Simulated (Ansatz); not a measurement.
Relaxation of H₉N₃O₂Zr (15 atoms, charge 0, multiplicity 1), to a largest force component of 0.03 eV/Å in at most 50 steps.

Theory: RHF/def2-SVP (Ansatz).

```xyz
15
Properties=species:S:1:pos:R:3:forces:R:3
Zr 0.049 -0.029 0.045 -0.14 -0.04 1.14
N -0.070 -0.081 2.212 0.07 0.03 -1.12
H -0.418 0.671 2.785 0.02 0.00 -0.02
H 0.562 -0.619 2.781 -0.02 -0.01 0.00
O 1.911 -0.101 -0.473 -0.09 0.03 0.05
H 2.777 -0.293 -0.776 0.03 -0.02 -0.01
N -0.725 1.658 -0.804 -0.03 0.02 0.03
H -1.683 1.938 -0.662 0.01 0.00 0.00
H -0.259 2.354 -1.359 -0.01 0.00 -0.01
N -0.940 -1.691 -0.710 -0.03 -0.03 0.05
H -0.886 -2.628 -0.348 0.01 0.00 0.00
H -1.429 -1.732 -1.588 0.01 0.02 -0.01
O -2.972 0.011 1.279 0.96 -0.33 0.68
H -3.089 -0.753 0.732 0.01 0.01 0.02
H -2.307 -0.267 1.932 -0.82 0.32 -0.78
```

Question: Where does it end, and by what steps?

Answer: The run converged. After 15 steps the energy has fallen by 0.297 eV; H4 moved furthest, 0.58 Å. Joined: Zr1–O13 (3.26 → 2.50 Å).

```json
{"step": "0", "energy less start (eV)": "0.0000", "largest force component (eV/Å)": "1.135", "accepted": "yes"}
{"step": "1", "energy less start (eV)": "-0.0415", "largest force component (eV/Å)": "1.665", "accepted": "yes"}
{"step": "2", "energy less start (eV)": "-0.1017", "largest force component (eV/Å)": "1.579", "accepted": "yes"}
{"step": "3", "energy less start (eV)": "-0.1415", "largest force component (eV/Å)": "1.100", "accepted": "yes"}
{"step": "4", "energy less start (eV)": "-0.1819", "largest force component (eV/Å)": "1.415", "accepted": "yes"}
{"step": "5", "energy less start (eV)": "-0.2187", "largest force component (eV/Å)": "0.769", "accepted": "yes"}
{"step": "6", "energy less start (eV)": "-0.2163", "largest force component (eV/Å)": "0.718", "accepted": "no"}
{"step": "7", "energy less start (eV)": "-0.2564", "largest force component (eV/Å)": "0.391", "accepted": "yes"}
{"step": "8", "energy less start (eV)": "-0.2739", "largest force component (eV/Å)": "0.202", "accepted": "yes"}
{"step": "9", "energy less start (eV)": "-0.2868", "largest force component (eV/Å)": "0.136", "accepted": "yes"}
{"step": "10", "energy less start (eV)": "-0.2888", "largest force component (eV/Å)": "0.109", "accepted": "yes"}
{"step": "11", "energy less start (eV)": "-0.2906", "largest force component (eV/Å)": "0.349", "accepted": "yes"}
{"step": "12", "energy less start (eV)": "-0.2950", "largest force component (eV/Å)": "0.106", "accepted": "yes"}
{"step": "13", "energy less start (eV)": "-0.2963", "largest force component (eV/Å)": "0.032", "accepted": "yes"}
{"step": "14", "energy less start (eV)": "-0.2962", "largest force component (eV/Å)": "0.105", "accepted": "no"}
{"step": "15", "energy less start (eV)": "-0.2968", "largest force component (eV/Å)": "0.020", "accepted": "yes"}
```

```xyz
15
Properties=species:S:1:pos:R:3
Zr -0.160 -0.019 0.183
N 0.096 -0.119 2.253
H -0.510 0.158 3.004
H 1.008 -0.277 2.648
O 1.686 -0.118 -0.392
H 2.548 -0.260 -0.734
N -0.805 1.700 -0.768
H -1.701 2.134 -0.637
H -0.251 2.277 -1.376
N -1.117 -1.751 -0.601
H -0.932 -2.682 -0.266
H -1.376 -1.834 -1.571
O -2.535 0.065 0.949
H -2.675 -0.766 0.496
H -2.754 -0.071 1.859
```

Whether the end is a true minimum wasn't checked by a vibrational analysis.

Run time: 20 s on 4 threads of Intel(R) Xeon(R) 6975P-C (Granite Rapids), on a shared host, peak memory 0.42 GiB.
